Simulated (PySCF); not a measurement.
B3LYP has the VWN-RPA correlation part, as in Gaussian. Excitations are Tamm–Dancoff values on a coarser integration grid. The basis has no diffuse functions, so Rydberg states are missing or too high.

Z-matrix (Å, degrees):
```
Al
Cl 1 2.0840
Cl 1 2.0875 2 120.01
S 1 2.1651 2 118.73 3 -180.00
H 4 1.3457 1 92.90 2 180.00
```
Charge 0, multiplicity 1.

### Question
Give the T1 excitation (TDA), LUMO and S1–T1 gap (TDA) at the level B3LYP-D3(BJ)/def2-TZVP run with PySCF 2.14.0.

### Answer

| Property | Value |
|---|---|
| T1 excitation (TDA) | 5.24 eV |
| LUMO | -1.32 eV |
| S1–T1 gap (TDA) | 0.34 eV |
